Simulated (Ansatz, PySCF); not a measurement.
C2H3O2, doublet, at a GFN2-xTB geometry. Base run: CASSCF(3,4)/STO-3G (PySCF).

PySCF was given this input:
```python
from pyscf import gto, scf, mcscf
import numpy

mol = gto.Mole()
mol.atom = '''
    C     0.04765939    0.08243276   -0.05118241
    O     0.27214038    1.15850639   -0.57845970
    O    -1.15674511   -0.20174152    0.49367599
    H    -1.74941322    0.55735887    0.38773571
    C     0.98018779   -0.98897084    0.06432854
    H     0.69019151   -1.90286014    0.54732555
    H     1.96897649   -0.86938916   -0.33566831
'''
mol.basis = 'sto-3g'
mol.spin = 1
mol.verbose = 3
mol.build()

mf = scf.ROHF(mol)
mf.kernel()
mc = mcscf.CASSCF(mf, 4, 3)
mc.fix_spin_(ss=0.75)
mc.kernel()
occ = numpy.linalg.eigvalsh(mc.fcisolver.make_rdm1(mc.ci, mc.ncas, mc.nelecas))[::-1]
ss = mc.fcisolver.spin_square(mc.ci, mc.ncas, mc.nelecas)[0]
print('natural occupations', occ.round(4), ' <S^2>', round(ss, 4))
```

Programs used: Ansatz (a first-principles code), PySCF; a row that names a program was run with it.

The base run was repeated with changes; each row names its change, and settings that it needs were set with it.

| change | ΔE vs base (kcal/mol) | natural occupations | <S^2> of the state | outcome |
|---|---|---|---|---|
| base | 0.000 | 1.98 1.00 0.02 0.00 | 0.75 | converged |
| solver = newton | 0.197 | 1.98 1.00 0.02 0.00 | 0.75 | converged |
| orbitals = fixed (CASCI) | 9.44 | 2.00 1.00 0.00 0.00 | 0.75 | converged |
| active space = 5 electrons, 7 orbitals | -42.38 | 1.98 1.90 1.00 0.10 0.02 0.00 0.00 | 0.75 | converged |
| active space = 9 electrons, 7 orbitals | -44.90 | 1.99 1.99 1.98 1.89 1.00 0.12 0.03 | 0.75 | converged |
| correction = SC-NEVPT2 | -108.4 | 1.98 1.00 0.02 0.00 | 0.75 | converged |
| code = ansatz | -22.29 | - | - | converged |
| code = ansatz; correction = SC-NEVPT2, all electrons | -111.4 | - | - | converged |
| active space = 9 electrons, 8 orbitals | -59.45 | 1.99 1.98 1.98 1.90 1.00 0.10 0.03 0.02 | 0.75 | converged |
| fix_spin_ = off | 0.000 | 1.98 1.00 0.02 0.00 | 0.75 | converged |
| active space = 7 electrons, 6 orbitals | - | - | - | not converged |

Active orbitals are taken around the Fermi level unless the row says otherwise; CASSCF can end in different local minima, and two programs can end on different orbitals. State-averaged rows give the lowest state.

Open shells are given as the SCF converged; they aren't shown to be the lowest states, and a large step between rows can be another state.
